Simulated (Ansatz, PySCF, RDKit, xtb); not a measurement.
Torsion C1–C2–N3–H9 in C2H7N (SMILES CCN); at each angle all else is relaxed with GFN2-xTB, and the levels are single points there.
Geometry at 180° (charge 0, multiplicity 1):
```xyz
10

C      1.0402     0.4439    -0.0028
C     -0.0971    -0.5551    -0.1707
N     -1.3753     0.1359    -0.0989
H      1.9997    -0.0487    -0.1366
H      0.9416     1.2376    -0.7380
H      1.0120     0.8881     0.9902
H      0.0070    -1.3545     0.5843
H     -0.0342    -1.0201    -1.1589
H     -2.1414    -0.5192    -0.2095
H     -1.4787     0.5835     0.8064
```

On the grid 0° to 180°, 0° is the highest and 180° the lowest point at MP2/CBS(cc-pVTZ, cc-pVQZ) + ΔCCSD(T)/cc-pVTZ.

Rows in 6-31G* carry no dispersion term and start afresh at each structure (6-31G* with six Cartesian d functions).

The values were computed with Ansatz (Gaussian orbitals); PySCF for 6-31G* rows; RDKit for the force fields; xtb for the GFN methods. Each number belongs to the level named beside it.

Problem. One of these levels gives 5.5 kJ/mol for the energy at 0° less that at 180°. Which?
A) GFN-FF
B) M06-2X/6-31G*
C) UFF
D) BLYP/def2-TZVPP

Solution. A, GFN-FF. The others give 12.3 (UFF), 8.5 (BLYP/def2-TZVPP), 10.7 (M06-2X/6-31G*)

Ansatz is an electronic-structure program.
